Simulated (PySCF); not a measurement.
Ge(H)(F)2(Me) (CH4F2Ge), SMILES [F][GeH]([CH3])[F]. Atoms are numbered in the order given.

```xyz
8

Ge     0.0484     0.2790     0.0000
C     -1.7984    -0.2987     0.0000
F      0.8508    -0.4262    -1.3750
F      0.8508    -0.4262     1.3750
H      0.3804     1.7775     0.0000
H     -2.3112     0.0783    -0.8969
H     -2.3112     0.0783     0.8969
H     -1.8294    -1.3978     0.0000
```
Charge 0, spin multiplicity 1.

Geometry optimised at B3LYP-D3(BJ)/def2-SVP.

Two levels are set side by side: PBE/pcSseg-1 (PySCF) and PBE0/pcSseg-1 (PySCF). GIAO shifts against CFCl3 (¹⁹F), GeH4 (⁷³Ge), TMS (¹H), TMS (¹³C) at the same level; non-relativistic, no solvent, atoms listed together averaged. Differences are taken from unrounded values.

```tsv
quantity	PBE0	PBE	PBE minus PBE0
δ(⁷³Ge) of Ge1 (ppm)	406.4	438.8	32.4
δ(¹³C) of C2 (ppm)	4.5	6.1	1.6
δ(¹⁹F) of F3, F4 (ppm)	-170.3	-175.3	-5.0
δ(¹H) of H5 (ppm)	6.23	6.55	0.32
```

Rough cost on one machine, each run with all the roots and properties that it gave: PBE0 against PBE within a factor of 2.
